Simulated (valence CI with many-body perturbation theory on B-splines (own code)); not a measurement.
**Level structure of Nd⁵⁴⁺**

Calculated by configuration interaction combined with many-body perturbation theory (CI+MBPT): four valence electrons over a frozen Dirac-Fock core [He], radial functions for each j: 11 s, 11 p, 10 d, 8 f, 5 g, 2 h, with the one-electron correlation potential Σ1 (screened to all orders), the two-electron term Σ2, the three-electron term Σ3, Breit, model QED; selected single and double excitations, second order for the rest, scaled by the run's own slope (own B-spline code, finite nucleus).

No measured spectrum was set against this ion. As an estimate, large intervals hold to a few tenths of a per cent, small ones and those within an open d or f shell to about a per cent. Among the levels kept, up to 910 cm⁻¹ of a level comes from second order outside the variational space, and about a tenth of that is noise between levels of different J, which matters for small intervals.

Levels 46 to 90 of 208, with energies above the lowest level, (2s^2 2p1/2^2) J=0. "Leading %" is the weight of the configuration and term that name the level; weights of strongly mixed levels are sums over their largest components and can fall short, so below about 35 % the name and the second component can differ from the true leading terms, or belong to a minority configuration. In the jj column 3d3/2^4 stands for four electrons in 3d with j = 3/2.

| No. | Configuration | Term | J | E (Ry) | Leading % | Leading jj | g |
| --- | --- | --- | --- | --- | --- | --- | --- |
| 46 | 2s 2p2 3s | 3P | 1 | 524.12 | 67 | 2s 2p1/2 2p3/2 3s (97 %) | 1.562 |
| 47 | 2s 2p2 3s | 3D | 3 | 524.85 | 57 | 2s 2p1/2 2p3/2 3s (95 %) | 1.437 |
| 48 | 2s 2p2 3s | 3P | 2 | 526.38 | 39 | 2s 2p1/2 2p3/2 3s (97 %) | 1.236 |
| 49 | 2s 2p2 3p | 5P° | 1 | 527.47 | 39 | 2s 2p1/2 2p3/2 3p1/2 (99 %) | 1.882 |
| 50 | 2s 2p2 3p | 5D° | 2 | 528.16 | 47 | 2s 2p1/2 2p3/2 3p1/2 (99 %) | 1.355 |
| 51 | 2s2 2p 3p | 1P | 1 | 528.67 | 31 | 2s^2 2p3/2 3p3/2 (62 %) | 1.231 |
| 52 | 2s 2p2 3s | 3P | 0 | 529.32 | 90 | 2s 2p1/2 2p3/2 3s (90 %) |  |
| 53 | 2s2 2p 3p | 3D | 3 | 529.46 | 94 | 2s^2 2p3/2 3p3/2 (94 %) | 1.325 |
| 54 | 2s 2p2 3s | 3P | 1 | 529.82 | 53 | 2s 2p1/2 2p3/2 3s (97 %) | 1.115 |
| 55 | 2s 2p2 3s | 1D | 2 | 529.83 | 37 | 2s 2p1/2 2p3/2 3s (82 %) | 1.212 |
| 56 | 2s 2p2 3p | 3D° | 3 | 530.15 | 33 | 2s 2p1/2 2p3/2 3p1/2 (98 %) | 1.227 |
| 57 | 2s 2p2 3s | 1P | 1 | 530.33 | 25 | 2s 2p1/2 2p3/2 3s (64 %) | 1.317 |
| 58 | 2s2 2p 3p | 3P | 2 | 531.41 | 50 | 2s^2 2p3/2 3p3/2 (79 %) | 1.291 |
| 59 | 2s 2p2 3p | 3P° | 2 | 532.16 | 41 | 2s 2p1/2 2p3/2 3p1/2 (98 %) | 1.487 |
| 60 | 2s2 2p 3p | 1S | 0 | 532.85 | 61 | 2s^2 2p3/2 3p3/2 (90 %) |  |
| 61 | 2s 2p2 3p | 3P° | 0 | 533.98 | 44 | 2s 2p1/2 2p3/2 3p1/2 (87 %) |  |
| 62 | 2s 2p2 3p | 3D° | 1 | 534.03 | 55 | 2s 2p1/2 2p3/2 3p1/2 (85 %) | 0.901 |
| 63 | 2s 2p2 3p | 3F° | 2 | 534.05 | 29 | 2s 2p1/2 2p3/2 3p1/2 (63 %) | 0.947 |
| 64 | 2s2 2p 3d | 3D° | 2 | 534.87 | 29 | 2s^2 2p3/2 3d3/2 (60 %) | 0.973 |
| 65 | 2s2 2p 3d | 3F° | 3 | 535.11 | 51 | 2s^2 2p3/2 3d3/2 (93 %) | 1.094 |
| 66 | 2s2 2p 3d | 3P° | 1 | 535.47 | 50 | 2s^2 2p3/2 3d3/2 (84 %) | 1.070 |
| 67 | 2s2 2p 3d | 3P° | 0 | 535.61 | 87 | 2s^2 2p3/2 3d3/2 (87 %) |  |
| 68 | 2s 2p2 3p | 3D° | 1 | 536.93 | 31 | 2s 2p1/2 2p3/2 3p1/2 (98 %) | 1.113 |
| 69 | 2s2 2p 3d | 3F° | 4 | 537.11 | 97 | 2s^2 2p3/2 3d5/2 (97 %) | 1.237 |
| 70 | 2s2 2p 3d | 3P° | 2 | 537.89 | 46 | 2s^2 2p3/2 3d5/2 (96 %) | 1.246 |
| 71 | 2s2 2p 3d | 3D° | 3 | 538.91 | 53 | 2s^2 2p3/2 3d5/2 (88 %) | 1.202 |
| 72 | 2s 2p2 3p | 5D° | 3 | 539.56 | 47 | 2s 2p1/2 2p3/2 3p3/2 (93 %) | 1.480 |
| 73 | 2s2 2p 3d | 1P° | 1 | 539.58 | 58 | 2s^2 2p3/2 3d5/2 (91 %) | 1.109 |
| 74 | 2s 2p2 3p | 5P° | 1 | 540.10 | 26 | 2s 2p1/2 2p3/2 3p3/2 (91 %) | 1.572 |
| 75 | 2s 2p2 3p | 3D° | 2 | 540.95 | 44 | 2s 2p1/2 2p3/2 3p3/2 (96 %) | 1.455 |
| 76 | 2s 2p2 3p | 3P° | 0 | 541.85 | 82 | 2s 2p1/2 2p3/2 3p3/2 (99 %) |  |
| 77 | 2s 2p2 3p | 3F° | 4 | 542.12 | 59 | 2s 2p1/2 2p3/2 3p3/2 (98 %) | 1.331 |
| 78 | 2s 2p2 3p | 3P° | 2 | 542.39 | 42 | 2s 2p1/2 2p3/2 3p3/2 (86 %) | 1.357 |
| 79 | 2s 2p2 3p | 1P° | 1 | 542.97 | 32 | 2s 2p1/2 2p3/2 3p3/2 (81 %) | 1.120 |
| 80 | 2s 2p2 3p | 3D° | 3 | 543.64 | 51 | 2s 2p1/2 2p3/2 3p3/2 (98 %) | 1.287 |
| 81 | 2s 2p2 3d | 5F | 2 | 544.28 | 45 | 2s 2p1/2 2p3/2 3d3/2 (99 %) | 1.166 |
| 82 | 2s 2p2 3d | 5D | 1 | 544.40 | 50 | 2s 2p1/2 2p3/2 3d3/2 (99 %) | 1.188 |
| 83 | 2s 2p2 3d | 5D | 0 | 544.46 | 84 | 2s 2p1/2 2p3/2 3d3/2 (100 %) |  |
| 84 | 2s 2p2 3d | 5F | 3 | 544.89 | 54 | 2s 2p1/2 2p3/2 3d3/2 (94 %) | 1.192 |
| 85 | 2p3 3s | 3P° | 2 | 544.97 | 26 | 2p1/2^2 2p3/2 3s (56 %) | 1.456 |
| 86 | 2p3 3s | 1P° | 1 | 546.06 | 18 | 2p1/2^2 2p3/2 3s (59 %) | 1.261 |
| 87 | 2s 2p2 3d | 5F | 4 | 546.77 | 52 | 2s 2p1/2 2p3/2 3d3/2 (64 %) | 1.216 |
| 88 | 2s 2p2 3p | 3D° | 3 | 546.77 | 43 | 2s 2p1/2 2p3/2 3p3/2 (99 %) | 1.166 |
| 89 | 2s 2p2 3p | 3D° | 2 | 547.13 | 29 | 2s 2p1/2 2p3/2 3p3/2 (80 %) | 1.347 |
| 90 | 2s 2p2 3d | 5D | 4 | 547.34 | 48 | 2s 2p1/2 2p3/2 3d5/2 (70 %) | 1.335 |
